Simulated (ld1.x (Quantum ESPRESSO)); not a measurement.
The numbers below are computed, except where a source is named.
## Potentials for aluminium (Al) compared

Generated with ld1.x 7.5 (TM, RRKJ, ultrasoft, PAW), atompaw 4.2 or ONCVPSP 4.0.1. The cutoff is in Ry: for ld1.x and atompaw files where the sum of valence levels is converged to 10 mRy in a Bessel basis, for ONCV files where the hardest occupied wave has 1 mHa per electron of residual kinetic energy. The error is the largest all-electron minus pseudo excitation energy over each file’s own four to seven test configurations (ionisations up to +4, promotions, holes and added fractions of an electron), all of which were solved. The labels leave out finer settings (local radius, basis sizes, second energies), which also bear on the numbers. Spin-polarised tests are not counted. The rows are a selection from randomly drawn settings: files with unsolved tests, undetermined cutoffs or missed reference levels are left out.

```csv
potential,cutoff (Ry),largest error (meV),bound ghosts
"TM, PBEsol, fully relativistic, rc 2.30/1.70/2.40 (spd), local p, core correction yes, reference 3s2 3p1",10,-14,none
"ultrasoft, Wu–Cohen, scalar-relativistic, rc 2.25/2.15/2.25 (spd), local smoothed, core correction yes, reference 3s1.75 3p1.25",6,-17,none
"ultrasoft, PBE, non-relativistic, rc 2.05/2.30/2.25 (spd), local smoothed, core correction yes, reference 3s2 3p1",6,+25,none
"RRKJ, LDA (PZ), scalar-relativistic, rc 1.95/2.85/2.35 (spd), local smoothed, core correction no, reference 3s2 3p1",12,+98,none
"PAW, LDA (PZ), scalar-relativistic, rc 1.75/2.30 (sp), local smoothed, core correction yes, reference 3s1.5 3p1.5",10,-20,none
```

Question: Fill in the row for Al: TM, LDA (PZ), scalar-relativistic, rc 1.45/1.70 (sp), local p, core correction no, reference 3s2 3p0.

Answer: cutoff 35 Ry, largest error +59 meV, bound ghosts: none.

Question: Fill in the row for Al: RRKJ, PBE, scalar-relativistic, rc 1.70/2.80/2.85 (spd), local p, core correction no, reference 3s2 3p1.

Answer: cutoff 10 Ry, largest error +31 meV, bound ghosts: none.

Question: Fill in the row for Al: ultrasoft, PBE, scalar-relativistic, rc 2.30/1.75/2.70 (spd), local smoothed, core correction yes, reference 3s2 3p1.

Answer: cutoff 6 Ry, largest error -10 meV, bound ghosts: none.
